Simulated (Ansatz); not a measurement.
A made-up structure of SiF3, doublet:

F1  (0.784, -0.496, 1.369)
Si2  (-0.032, 0.024, 0.026)
F3  (-1.209, -0.928, -0.643)
F4  (0.456, 1.400, -0.752)
(Å)

It is relaxed with PBE-D4/def2-SVP and then PBE0-D4/def2-TZVP (Ansatz 0.2.0). Atoms count as bonded within 1.22 times the sum of their covalent radii (H–H: 0.88 Å). The end point is not checked to be a true minimum.

Q: Does its bonding change? (A judgement: the text doesn't fix the answer.)

A: By the calculation: No: no bond forms or breaks.

Where it ends: The first stage lowers the energy by 1.21 eV in 6 steps. It ends as SiF₃ ([F][Si]([F])[F]):
```tsv
atom	x (Å)	y (Å)	z (Å)
F1	0.7848	-0.5072	1.1517
Si2	-0.2827	0.2131	0.2343
F3	-0.9942	-0.8922	-0.6443
F4	0.4921	1.1863	-0.7417
```

Labels in which every atom is bracketed show which atoms are joined, not bond orders.

For scale, one of the runs: PBE0-D4/def2-TZVP relaxation, 130 basis functions, launched by `ansatz run in.yaml --threads 2 --pin off --events-out ev --progress --plain --max-ram 4352MiB`. The run took about 17 s on 2 CPU threads of an Arm Neoverse V1 (shared host).
